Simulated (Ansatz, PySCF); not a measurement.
This Ansatz (a first-principles code) input computes a B3LYP/def2-TZVPD energy:

Ansatz 0.2 input:
```yaml
crystal:
  periodic: [false, false, false]
  atoms:
    - {symbol: Cl, position_ang: [-1.43370246, -0.17800052, 0.01936132]}
    - {symbol: C, position_ang: [-0.00925733, 0.60505668, -0.02645622]}
    - {symbol: Cl, position_ang: [1.43849366, -0.13515052, -0.00566873]}
    - {symbol: H, position_ang: [-0.02590629, 1.69322759, -0.07403672]}
basis:
  gaussian:
    orbitals: def2-TZVPD
hamiltonian:
  xc: {name: B3LYP}
total_charge: 1
output: {forces: true}
```

Write an input for the same energy in PySCF and say what it gives.


```python
from pyscf import gto, scf, dft

mol = gto.M(
    atom='''
    Cl   -1.43370246   -0.17800052    0.01936132
    C    -0.00925733    0.60505668   -0.02645622
    Cl    1.43849366   -0.13515052   -0.00566873
    H    -0.02590629    1.69322759   -0.07403672
    ''',
    basis='def2-tzvpd',
    charge=1,
    spin=0,
    verbose=4,
)

mf = dft.RKS(mol, xc='b3lyp').density_fit(auxbasis='def2-universal-jkfit')
mf.grids.level = 3
mf.conv_tol = 1e-9
mf.max_cycle = 100
mf.max_memory = 1500
mf.kernel()
if not mf.converged:
    mf = mf.newton()
    mf.kernel(mf.make_rdm1())
mf.analyze()
```
It gives -958.81384 Eh, and Ansatz -958.81380 Eh, a difference of 0.04 mEh, from the treatment of integrals and grids.
